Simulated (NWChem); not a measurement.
Species: C$_{3}$H$_{8}$BN; SMILES NB1CCC1

```xyz
13

N      0.0057     1.9960     0.0000
B     -0.0054     0.5987     0.0000
C     -0.0081    -0.5069     1.1546
C      0.0132    -1.5657     0.0000
C     -0.0081    -0.5069    -1.1546
H      0.0105     2.5541    -0.8547
H      0.0105     2.5541     0.8547
H      0.8738    -0.5308     1.8292
H     -0.9116    -0.5442     1.7996
H      0.9225    -2.2012     0.0000
H     -0.8634    -2.2456     0.0000
H     -0.9116    -0.5442    -1.7996
H      0.8738    -0.5308    -1.8292
```
Atoms are numbered in this order, from 1.

Results from NWChem. Medium grid unless said otherwise, to which SCAN and Minnesota functionals are sensitive. Geometry: optimised at PBE-D3(BJ)/def2-SVP. No frequency run checked for a minimum. Total energies of different functionals are on different scales.

```json
[
 {"level": "B3LYP/def2-SVP", "energy (Ha)": "-198.6223", "highest occupied level (eV)": "-7.35", "orbital gap (eV)": "8.06", "dipole (D)": "1.93"},
 {"level": "PBE/def2-SVP", "energy (Ha)": "-198.3401", "highest occupied level (eV)": "-6.17", "orbital gap (eV)": "6.09", "dipole (D)": "1.95"},
 {"level": "LDA (Slater exchange, PW92)/def2-SVP", "energy (Ha)": "-196.7596", "highest occupied level (eV)": "-6.23", "orbital gap (eV)": "5.99", "dipole (D)": "1.94"},
 {"level": "N12/def2-SVP", "energy (Ha)": "-198.6086", "highest occupied level (eV)": "-6.06", "orbital gap (eV)": "6.21", "dipole (D)": "1.92"},
 {"level": "r2SCAN0/def2-SVP", "energy (Ha)": "-198.4746", "highest occupied level (eV)": "-7.77", "orbital gap (eV)": "8.88", "dipole (D)": "1.90"},
 {"level": "PW6B95/def2-SVP", "energy (Ha)": "-198.8710", "highest occupied level (eV)": "…", "orbital gap (eV)": "…", "dipole (D)": "1.94"},
 {"level": "BHandHLYP/def2-SVP", "energy (Ha)": "-198.4919", "highest occupied level (eV)": "-8.91", "orbital gap (eV)": "10.93", "dipole (D)": "1.89"},
 {"level": "SCAN/def2-SVP", "energy (Ha)": "-198.5200", "highest occupied level (eV)": "-6.49", "orbital gap (eV)": "6.69", "dipole (D)": "1.91"},
 {"level": "B97-D/def2-SVP", "energy (Ha)": "-198.4777", "highest occupied level (eV)": "-6.19", "orbital gap (eV)": "6.27", "dipole (D)": "1.92"},
 {"level": "M06-2X/def2-SVP", "energy (Ha)": "-198.5131", "highest occupied level (eV)": "-8.82", "orbital gap (eV)": "10.68", "dipole (D)": "1.92"},
 {"level": "MPW1K/def2-SVP", "energy (Ha)": "-198.5754", "highest occupied level (eV)": "-8.63", "orbital gap (eV)": "10.22", "dipole (D)": "1.87"}
]
```

Question: Fill in the missing entries.

Answer: 
- PW6B95/def2-SVP, highest occupied level (eV): -7.66
- PW6B95/def2-SVP, orbital gap (eV): 8.56
